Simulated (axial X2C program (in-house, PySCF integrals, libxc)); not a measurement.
# Potential curves of IF, with spin–orbit coupling

Calculated with an in-house relativistic program for diatomic molecules. Two-component (2c) means X2C with spin–orbit coupling and atomic mean-field two-electron Coulomb and Gaunt terms. Basis: I dyall-cv3z [11s12p8d4f1g], F dyall-av3z [7s6p3d2f] (cores contracted in-house); Gaussian nuclei, density fitting, unrestricted open shells. Masses: I 126.904 u, F 18.998 u.

State: Ω = 0 (closed shell). Energies in eV from the fragments at the same level (I + F). Fits are polynomials in 1 − R0/R over 0.85 to 1.23 times the lowest point R0.

```csv
R (Å),HF
1.6687,0.2624
1.7454,-0.3174
1.8029,-0.5351
1.8605,-0.6172
1.9180,-0.5973
1.9851,-0.4799
2.0523,-0.2905
2.1386,0.0210
2.2441,0.4593
2.3975,1.1308
```

The state is a single determinant with fixed occupations, the lowest that a limited PBE0 search found. The closed shell is kept restricted, so the energy runs too high when the bond is stretched far. De is counted from the lowest determinant-based energies of the atoms at the same level, without counterpoise correction.

Question: Fit the HF curve near its minimum: give the equilibrium distance, the harmonic wavenumber and the well depth.

Answer: At HF, 2c: Re = 1.876 Å, ωe ≈ 682 cm⁻¹, De = 0.62 eV to I + F; Be follows as 0.29 cm⁻¹.
